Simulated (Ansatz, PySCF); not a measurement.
Lewis adduct: AlH3 (SMILES [AlH3]) (first 4 atoms) with H2O (SMILES O); geometry from B3LYP-D3(BJ)/def2-TZVP.
(charge 0, multiplicity 1):
```csv
atom,x (Å),y (Å),z (Å)
Al,-0.0213,0.2183,0.3257
H,0.6033,-0.9348,-0.5657
H,-1.6083,0.3857,0.3374
H,0.8687,1.5100,0.6192
O,0.1113,-0.5471,2.2166
H,-0.7537,-0.6487,2.6342
H,0.6594,-0.0025,2.7963
```

Monomers are frozen at their geometry in the pair; levels with a basis set take the counterpoise correction.

Correlated levels freeze the cores.

The values were computed with Ansatz (Gaussian orbitals); PySCF for the dispersion terms. 

Problem. What interaction energy does BLYP/def2-TZVPPD give?

Solution. -18.2 kcal/mol

Problem. What is the computed interaction energy (B2PLYP-D4/def2-TZVPPD)?

Solution. -22.3 kcal/mol

Problem. Estimate the interaction energy that MP2/aug-cc-pV(T+d)Z returns for this input.

Solution. -22.8 kcal/mol

Ansatz is a quantum-chemistry and plane-wave program.
